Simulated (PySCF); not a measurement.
Fractional electron number in Mo⁺ (molybdenum, charge +1)

The 4d alpha orbital of [Kr] 4d5 is emptied in steps (occupation f), with all orbitals relaxed, ending at [Kr] 4d4. All numbers are calculated (PySCF 2.14, scalar relativity through the core potential, in def2-SVP with the def2 core potential (28 electrons)). The exact energy is a straight line in f; departures are measured from the line between the end points of the same method.

```json
{"f": "1", "UHF (eV)": "0.000", "LDA (eV)": "0.000", "PBE (eV)": "0.000"}
{"f": "0.8", "UHF (eV)": "0.184", "LDA (eV)": "-0.823", "PBE (eV)": "-0.817"}
{"f": "0.6", "UHF (eV)": "0.266", "LDA (eV)": "-1.247", "PBE (eV)": "-1.238"}
{"f": "0.4", "UHF (eV)": "0.256", "LDA (eV)": "-1.260", "PBE (eV)": "-1.250"}
{"f": "0.2", "UHF (eV)": "0.164", "LDA (eV)": "-0.848", "PBE (eV)": "-0.841"}
{"f": "0", "UHF (eV)": "0.000", "LDA (eV)": "0.000", "PBE (eV)": "0.000"}
```

| method | E(f=0) − E(f=1) (eV) | −ε at f=1 (eV) | −ε at f=0.4 (eV) |
| --- | --- | --- | --- |
| UHF | 15.071 | 16.271 | 14.810 |
| LDA | 16.586 | 11.501 | 17.574 |
| PBE | 16.393 | 11.341 | 17.375 |

Orbital energy along the path (eV):

```json
{"f": "1", "UHF": "-16.271", "LDA": "-11.501", "PBE": "-11.341"}
{"f": "0.8", "UHF": "-15.726", "LDA": "-13.456", "PBE": "-13.286"}
{"f": "0.6", "UHF": "-15.241", "LDA": "-15.481", "PBE": "-15.299"}
{"f": "0.4", "UHF": "-14.810", "LDA": "-17.574", "PBE": "-17.375"}
{"f": "0.2", "UHF": "-14.425", "LDA": "-19.728", "PBE": "-19.510"}
{"f": "0", "UHF": "-14.081", "LDA": "-21.932", "PBE": "-21.697"}
```

Reference removal energy between the ground levels: 16.16 ± 0.12 eV (semi-empirical (NIST evaluation); NIST Atomic Spectra Database, ionization energies). The calculation has no spin-orbit coupling. The determinant left behind need not be the lowest term of the ion. UHF lacks correlation.
